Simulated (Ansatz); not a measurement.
Consider the cleavage of the Sn–Si bond: `[CH3][AlH][SiH2][SnH3]` + `NCF` → `FC[NH][SnH3]` + `[CH3][AlH][SiH3]`.

Calculated with Ansatz (gas phase, PBE0-D4/def2-TZVP geometries, no zero-point term in ΔE). CBS: MP2 limit from def2 TZ/QZ plus the TZ coupled-cluster correction, frozen cores. Functionals use def2-TZVPP. Elements past krypton have def2 core potentials. For Sn outer-core shells are correlated without core-valence functions, which leaves a few kJ/mol of doubt a bond. One conformer a species, not always the lowest.

Task: Is it downhill or uphill in electronic energy at CCSD(T)/CBS, and by how much? (An estimate is asked.)

Result: The calculation gave: Uphill: ΔE = +46.6 kJ/mol.

Task: What do these levels give: PBE-D4, PBE0-D4, ωB97X-V, ωB97M-V, B2PLYP, PBE, r2SCAN, HF/def2-TZVPP, MP2/def2-TZVPP, SCS-MP2/def2-TZVPP, CCSD(T)/def2-TZVPP, MP2/CBS(def2)? (Estimate.)

Result: The calculation gave: PBE-D4 56.9, PBE0-D4 58.8, ωB97X-V 43.5, ωB97M-V 45.9, B2PLYP 44.3, PBE 57.2, r2SCAN 51.2, HF/def2-TZVPP 40.2, MP2/def2-TZVPP 44.0, SCS-MP2/def2-TZVPP 38.5, CCSD(T)/def2-TZVPP 43.8, MP2/CBS(def2) 46.8 kJ/mol.

Largest T1 diagnostic among the species: 0.013.

In def2-TZVPP, CCSD(T) changes the Hartree–Fock value by +3.6 kJ/mol (the triples alone add −0.1 kJ/mol) and MP2 by +3.8 kJ/mol.
